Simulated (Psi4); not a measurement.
Noncovalent pair: HF (SMILES F) (first 2 atoms) with AsH3 (SMILES [AsH3]); geometry from B3LYP-D3(BJ)/def2-TZVP.
(charge 0, multiplicity 1):
```xyz
6

F      0.39188    -0.76984    -0.41880
H      0.33147    -0.43536     0.45415
As     0.17900     0.42189     2.68506
H      1.35570     1.08068     3.38149
H     -0.17154    -0.45907     3.87026
H     -0.80157     1.51570     3.06678
```

These are SAPT0/aug-cc-pVDZ (Psi4) values and carry that method's errors.

**Question.** Which attractive term is largest, and how does the interaction split up?

**Answer.** electrostatics -6.92, exchange 8.56, induction -4.14, dispersion -1.97, total -4.46 kcal/mol; the largest attraction is electrostatics.
